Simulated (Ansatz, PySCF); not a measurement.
Caution: the highest occupied level lies above zero, so the state may not be bound. This singlet is an excited state, 0.09 eV above the relaxed triplet at the level frozen-core CCSD(T)/aug-cc-pVTZ // PBE-D3(BJ)/def2-SVPD (Ansatz, a first-principles code).

Cartesian coordinates (Å):
```xyz
7

B      1.6033    -0.1453     0.4318
C      0.1556    -0.2319     0.0665
C     -1.0797     0.3939     0.0779
H      2.3802    -0.0144    -0.5205
H      0.1357    -1.3147    -0.2600
H     -2.0070    -0.1247    -0.2132
H     -1.1880     1.4371     0.4175
```
Charge -1, spin multiplicity 1.

Problem. What is the computed total energy and HOMO (PBE-D3(BJ)/def2-TZVPD // PBE-D3(BJ)/def2-SVPD (PySCF 2.14.0))?

Solution. 
```json
{
 "total_energy": "-103.2489 Ha",
 "HOMO": "1.78 eV"
}
```
